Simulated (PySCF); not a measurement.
**How methods differ on the ionisation energy of Fe**

Fe [Ar] 3d6 4s2 (5D) → Fe⁺ [Ar] 3d6 4s1 (6D), as a difference of total energies. All numbers are calculated (PySCF 2.14, no relativity, point nucleus, in def2-SVP (5s3p2d1f, 31 functions)). Correlated levels: valence: [Ar] frozen. The calculations carry no spin-orbit coupling.

| method | ionisation energy (eV) | difference from reference (eV) |
| --- | --- | --- |
| UHF | 6.311 | -1.593 |
| LDA | 7.905 | +0.001 |
| MN15 | 7.745 | -0.159 |
| MP2 (valence) | 6.993 | -0.911 |
| SCS-MP2 (valence) | 7.104 | -0.800 |

Reference: 7.904 eV (measured; NIST levels, between the centres of gravity of the two terms).

These non-relativistic numbers lack the scalar-relativistic shift.

Errors of the correlated levels include the incompleteness of this basis and the frozen core.

MP2 underrates the near-degeneracy of ns² with np² in the lower species.
